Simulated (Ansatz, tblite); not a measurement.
Isomers of Li$_{4}$Al$_{2}$ (singlet), found by a short tight-binding search and relaxed with r2SCAN-D4/def2-TZVP in Ansatz.

The xTB rows come from tblite. Correlated methods freeze 10 core orbitals; core or outer-core shells of Li are correlated, in sets that lack core-valence functions.

Run but left out: HF/def2-TZVPP (A: restricted singlet, unstable towards broken spin symmetry).

A: The restricted singlet is unstable towards broken spin symmetry in Hartree–Fock (as tested in another run); at PBE-D4/def2-TZVP, revPBE-D4/def2-TZVP, r2SCAN-D4/def2-TZVP, PBE0-D4/def2-TZVP and others this wasn't settled. At CCSD(T)/def2-TZVPP the restricted singlet (for correlated methods, its reference) is unstable: a solution with broken spin symmetry lies lower. B: The restricted singlet is unstable towards broken spin symmetry in Hartree–Fock (as tested in another run); at PBE-D4/def2-TZVP, revPBE-D4/def2-TZVP, r2SCAN-D4/def2-TZVP, PBE0-D4/def2-TZVP and others this wasn't settled. At CCSD(T)/def2-TZVPP the restricted singlet (for correlated methods, its reference) is unstable: a solution with broken spin symmetry lies lower.

Other spin states weren't relaxed.

A:

```csv
atom,x (Å),y (Å),z (Å)
Al1,-0.1245,-0.7145,0.2570
Al2,1.6226,0.7586,-0.7240
Li3,-0.0981,-0.3807,-2.4057
Li4,-0.7799,1.8983,-0.2235
Li5,1.3833,0.8090,1.9080
Li6,-2.0034,-2.3708,1.1882
```

B:

Cartesian coordinates in Å:
```
Al -0.436 0.318 0.608
Al -0.812 -0.942 -1.500
Li 0.412 -2.131 0.662
Li -1.252 1.625 -1.673
Li 1.621 0.241 -1.153
Li 0.468 0.890 3.055
```

Q: Estimate which lies lowest at each level, and how far above it the others are (kJ/mol).

A: 
| level | A | B |
| --- | --- | --- |
| GFN1-xTB | 25.8 | 0.0 |
| PBE-D4/def2-TZVP | 0.8 | 0.0 |
| revPBE-D4/def2-TZVP | 0.8 | 0.0 |
| r2SCAN-D4/def2-TZVP | 0.0 | 0.0 |
| PBE0-D4/def2-TZVP | 0.3 | 0.0 |
| ωB97X-V/def2-TZVP | 0.0 | 1.0 |
| MP2/def2-TZVPP | 0.0 | 0.4 |
| CCSD/def2-TZVPP | 0.0 | 0.6 |
| CCSD(T)/def2-TZVPP | 0.0 | 0.0 |
Point groups (tolerance 0.1 Å): A not assigned, B not assigned. A and B have the same bonds, so they are conformers or stereoisomers. Lower isomers may exist.
